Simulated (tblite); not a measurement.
Compound: C6H15ClSi.
Atom-mapped SMILES: `[CH3:1][CH2:2][CH2:3][Si@@H:4]([Cl:5])[CH:6]([CH3:7])[CH3:8]` (hydrogens: H9, H10, H11 on C1; H12, H13 on C2; H14, H15 on C3; H16 on Si4; H17 on C6; H18, H19, H20 on C7; H21, H22, H23 on C8)

Computed geometry: GFN2-xTB, gas phase.

(1) What internal coordinates does the optimisation give?

## Answers

(1) 
```csv
bond,length (pm),order
C1–C2,152.4,single
C2–C3,152.7,single
C3–Si4,190.4,single
Si4–Cl5,202.9,single
Si4–C6,191.3,single
C6–C7,152.8,single
C6–C8,152.8,single
"C1–H9, C1–H10, C1–H11",108.8,single
C2–H12,109.1,single
C2–H13,109.2,single
C3–H14,109.3,single
C3–H15,109.1,single
Si4–H16,146.8,single
C6–H17,109.6,single
"C7–H18, C7–H19, C7–H20",108.8,single
"C8–H21, C8–H22, C8–H23",108.8,single
```

Bonds in one row agree within 1 pm and their mean is given. Orders are formal, as drawn. A selection of angles:
```csv
angle,degrees
C1–C2–C3,111.7
C2–C3–Si4,113.4
C3–Si4–Cl5,108.5
C3–Si4–C6,110.8
Cl5–Si4–C6,108.7
Si4–C6–C7,111.6
Si4–C6–C8,111.5
C7–C6–C8,110.0
```

Torsions: C1–C2–C3–Si4 180° (antiperiplanar); C2–C3–Si4–Cl5 52° (synclinal); C3–Si4–C6–C7 -172° (antiperiplanar).

Of the pairs four or more bonds apart, Cl5···H19 is among the closest relative to their van der Waals radii: 2.96 Å, 100 % of the sum of Bondi's values. Si4 (chlorine-bound silicon) is tetrahedral (angles from 107.0° to 111.0°).

Point group: C1 (no symmetry element, even within 0.4 Å). Its GFN2-xTB frequencies are all real (lowest 34 cm⁻¹). One conformer, not necessarily the lowest. 3 starts were optimised and ended at 0.00, 0.16 and 0.47 kcal/mol (GFN2-xTB); the lowest of these is shown.
